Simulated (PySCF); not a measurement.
**Electron correlation in Se⁺ (selenium, charge +1)**

[Ar] 3d10 4s1 4p3 4d1, high-spin 6D determinant (an excited configuration). Computed with PySCF 2.14 in aug-cc-pVTZ-DK, with the spin-free X2C one-electron Hamiltonian (Gaussian nucleus). Frozen: [Ar] 3d10; 5 electrons correlated.

MP2 pair energies summed by pair of shells (mhartree):

```tsv
pair	energy	share (%)
4p-4p	-13.43	52.0
4p-4d	-8.56	33.1
4s-4p	-3.02	11.7
4s-4d	-0.81	3.1
```

Total MP2 correlation energy: -25.83 mhartree.

Same-spin part -25.83 and opposite-spin part 0.00 mhartree; SCS-MP2 scales them by 1/3 and 6/5 to -8.61 mhartree.
